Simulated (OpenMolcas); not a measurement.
# Mo II: effect of correlating more closed shells

- Program: OpenMolcas 26.06
- Basis: ANO-RCC-VDZP [6s5p3d1f]
- Scalar Hamiltonian: DKH2, point nucleus
- Active space: 5 electrons in 5 orbitals (4d)
- State averaging: 2S+1 = 6 even, 1 root; 2S+1 = 4 even, 24 roots; 2S+1 = 2 even, 75 roots (67 in the spin-orbit step)
- Spin-orbit coupling: RASSI with atomic mean-field integrals over the reference wave functions, term energies averaged over their components

Methods on the same reference wave functions:
A. CASSCF
B. MS-CASPT2, IPEA 0.25 Eh, imaginary shift 0.1 Eh (closed shells correlated: none)
C. MS-CASPT2, IPEA 0.25 Eh, imaginary shift 0.1 Eh (closed shells correlated: 4s 4p)

Energies in cm-1 above 4d5 6S 5/2, the measured ground level; measured values from NIST Handbook of Basic Atomic Spectroscopic Data.

| Level | A | B | C | Measured |
| --- | --- | --- | --- | --- |
| 4d5 6S 5/2 | 0.0 | 0.0 | 0.0 | 0.0 |
| 4d5 4G 5/2 | 20344 | 19180 | 18140 | 15199 |
| 4d5 4G 7/2 | 20414 | 19290 | 18230 | 15331 |
| 4d5 4G 11/2 | 20434 | 19320 | 18260 | 15447 |
| 4d5 4G 9/2 | 20456 | 19350 | 18280 | 15428 |
| 4d5 4P 5/2 | 23225 | 19390 | 19290 |  |
| 4d5 4P 3/2 | 23402 | 19530 | 19470 |  |
| 4d5 4P 1/2 | 23634 | 19690 | 19720 |  |
| 4d5 4D 7/2 | 25200 | 22120 | 21100 |  |
| 4d5 4D 1/2 | 25440 | 22320 | 21360 |  |
| 4d5 4D 3/2 | 25617 | 22430 | 21550 |  |
| 4d5 4D 5/2 | 25640 | 22420 | 21570 |  |
| 4d5 2I 11/2 | 29093 | 28640 | 27070 |  |
| 4d5 2I 13/2 | 29258 | 28890 | 27280 |  |
| 4d5 2D 5/2(1) [58 %] | 32189 | 27920 | 27540 |  |
| 4d5 2D 3/2(1) | 32889 | 28620 | 28140 |  |
| 4d5 4F 9/2 | 33887 | 30130 | 29360 |  |
| 4d5 4F 5/2 | 34084 | 30240 | 29540 |  |
| 4d5 4F 3/2 | 34549 | 30610 | 29940 |  |
| 4d5 2H 9/2 [58 %] | 35601 | 32780 | 31820 |  |
| 4d5 2H 11/2 | 36182 | 33480 | 32690 |  |
| 4d5 2G 7/2(1) | 36879 | 34050 | 32580 |  |
| 4d5 2G 9/2(1) [56 %] | 37366 | 34540 | 33300 |  |
| 4d5 2F 5/2(2) | 39544 | 35790 | 34220 |  |

Deviations, from unrounded energies. A percentage is the sum of absolute deviations over the sum of measured energies, with the sign that they share, or ± where signs differ.

```csv
Against measurement,Levels,A,B,C
mean absolute deviation (cm-1),4,5100,3900,2900
other terms of the ground configuration (%),4,+33.0,+25.6,+18.7
```

C lies closest to measurement on these levels and A furthest from it. The largest miss of C in the table is 4d5 4G 5/2, by +2900 cm-1. The ranking rests on the paired levels alone, and a cruder setting can come out closer through cancelling errors.

Between B and C the level of the table that moves most is 4d5 2I 13/2, by 1600 cm-1 (lowest in C, highest in B). Moves below CASPT2's spread within the term are not significant.

From A to B the spin-free energies of the other terms of 4d5 shown, above 6S, scale by factors of 0.83 to 0.99.

The lowest spin-free term lies below A's lowest term by 0.057 hartree in B, 0.268 hartree in C.

What an inner shell adds also hangs on whether the basis holds functions to correlate it.

CASPT2 does not keep the components of a term degenerate, so their means are used; among the terms shown or strongly mixed into the levels shown the widest spread is 990 cm-1 (4d5 2I, C). Some high roots are left out of the spin-orbit mixing, which shifts the levels that they would mix with. Configurations with an s electron lie low at this charge and mix in, so terms can be misplaced. The CASPT2 spread within a term exceeds the gap to the next term for 4d5 4G and 4d5 4P, 4d5 2I and 4d5 2D(1), so the order of their levels is uncertain, and so are names and mixing where such terms share a J (figures for B; the like holds for C). Without dynamic correlation excited terms often stand tens of per cent too high (terms of higher spin than the ground term too low), and those without a measured partner can miss by more than the paired ones (holds for A). Some terms miss by over 15 % even with CASPT2, which points to a basis or an active space too small for the shells correlated (holds for B; C). Computed and measured levels are paired by configuration, term and J; levels that our copy of the source lacks, or whose pairing is in doubt (as where it misses far off the trend of its configuration), stay unpaired and out of the deviations. Levels of configurations outside the active space are missing. Levels that lie high or do not pair safely by name in every column are left out.

A share in square brackets marks a mixed level and gives the weight of the term that names it, the lowest over the columns. A number in round brackets counts repeated terms of one configuration in the order of the reference energies.
